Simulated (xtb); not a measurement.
C6H15O3 (SMILES COCC[OH+]CCOC), charge +1, singlet, geometry from GFN2-xTB; GFN-FF run with xtb.

Here is a job for xtb.
```
$ xtb mol.xyz --gfnff --chrg 1 --json

# file mol.xyz
24

C      2.00319690    -1.89396112    -0.91123274
O      1.50015848    -0.67816608    -0.38698306
C      2.14069834    -0.24398625     0.79664265
C      1.32776414     0.97202909     1.24030437
O     -0.05234813     0.55484293     1.11694357
C     -1.05045260     1.56388955     0.83483645
C     -2.14387448     0.82230397     0.06615547
O     -1.43833895     0.05312994    -0.88797458
C     -2.24827538    -0.83590855    -1.63607652
H      1.87905965    -2.70943282    -0.19303736
H      3.05920664    -1.79887751    -1.17234350
H      1.42387120    -2.09787489    -1.80777532
H      2.11392576    -1.03492411     1.55897449
H      3.18479661     0.03299634     0.61385683
H      1.52087935     1.24957983     2.27735131
H      1.52288630     1.81997875     0.57821014
H     -0.05278531    -0.03565584     0.25755830
H     -0.61924144     2.35308437     0.21299361
H     -1.40884942     1.97869362     1.77785478
H     -2.72066925     0.16824866     0.73471271
H     -2.83029957     1.52995730    -0.41167145
H     -1.57841629    -1.35070360    -2.31964257
H     -2.74134645    -1.55956467    -0.98078156
H     -3.00313047    -0.29015983    -2.20592601
```

Q: Predict the main parts of the log of this xtb run.

A: 
```
   ID    Z sym.   atoms
    1    6 C      1, 3, 4, 6, 7, 9
    2    8 O      2, 5, 8
    3    1 H      10-24

           -------------------------------------------------
          |                Calculation Setup                |
           -------------------------------------------------

          ==================== Thresholds ====================
          CN  :   150.00000
          rep :   500.00000
          disp:  2500.00000
          HB1 :   250.00000
          HB2 :   450.00000

          Pauling EN used:
          Z : 1  EN :  2.20
          Z : 6  EN :  2.55
          Z : 8  EN :  3.44
          electric field strengths (au): 0.000

           -------------------------------------------------
          |           Force Field Initialization            |
           -------------------------------------------------

          distances ...
          ----------------------------------------
          generating topology and atomic info file ...
          pair mat ...
          computing topology distances matrix with Floyd-Warshall algo ...
          making topology EEQ charges ...
          #fragments for EEQ constrain: 1
          ----------------------------------------
          generating topology and atomic info file ...
          pair mat ...
          computing topology distances matrix with Floyd-Warshall algo ...
          making topology EEQ charges ...
          #fragments for EEQ constrain: 1
          rings ...
          # BATM   174
          # H in HB   15

  atom   neighbors  erfCN metchar sp-hybrid imet pi  qest     coordinates
    1  C       4    3.50   0.00         3    0    0   0.024    3.785494   -3.579068   -1.721980
    2  O       2    1.91   0.00         3    0    0  -0.300    2.834889   -1.281548   -0.731292
    3  C       4    3.50   0.00         3    0    0   0.048    4.045334   -0.461067    1.505436
    4  C       4    3.49   0.00         3    0    0   0.030    2.509111    1.836869    2.343836
    5  O       3    2.75   0.00         3    0    0  -0.326   -0.098924    1.048501    2.110717
    6  C       4    3.49   0.00         3    0    0   0.030   -1.985068    2.955323    1.577612
    7  C       4    3.50   0.00         3    0    0   0.048   -4.051336    1.553929    0.125016
    8  O       2    1.91   0.00         3    0    0  -0.300   -2.718067    0.100401   -1.678029
    9  C       4    3.50   0.00         3    0    0   0.024   -4.248625   -1.579638   -3.091737
[...]
           -------------------------------------------------
          |                   G F N - F F                   |
          |          A general generic force-field          |
          |                  Version 1.0.3                  |
           -------------------------------------------------
          Number of HB bonds (bound hydrogen)     258
          Number of HB bonds (unbound hydrogen)   12
          Number of XB bonds                      0

         :::::::::::::::::::::::::::::::::::::::::::::::::::::
         ::                     SUMMARY                     ::
         :::::::::::::::::::::::::::::::::::::::::::::::::::::
         :: total energy              -2.050641312630 Eh    ::
         :: gradient norm              0.064870044830 Eh/a0 ::
         ::.................................................::
         :: bond energy               -3.439236231487 Eh    ::
         :: angle energy               0.014699667913 Eh    ::
         :: torsion energy             0.001865360742 Eh    ::
         :: repulsion energy           0.191739132042 Eh    ::
         :: electrostat energy         1.199439104514 Eh    ::
         :: dispersion energy         -0.011938311192 Eh    ::
         :: HB energy                 -0.000040710925 Eh    ::
         :: XB energy                  0.000000000000 Eh    ::
         :: bonded atm energy         -0.007169324236 Eh    ::
         :: external energy            0.000000000000 Eh    ::
         :: add. restraining           0.000000000000 Eh    ::
         :: total charge               1.000000000000 e     ::
         :::::::::::::::::::::::::::::::::::::::::::::::::::::

           -------------------------------------------------
          |                Property Printout                |
           -------------------------------------------------

molecular dipole:
                 x           y           z       tot (Debye)
 q only:       -0.081      -0.369      -0.064       0.975

           -------------------------------------------------
          | TOTAL ENERGY               -2.050641312630 Eh   |
          | GRADIENT NORM               0.064870044830 Eh/α |
           -------------------------------------------------
########################################################################
[WARNING] Runtime exception occurred
-1- gfnff_setup: Could not read topology file.
########################################################################

normal termination of xtb
```
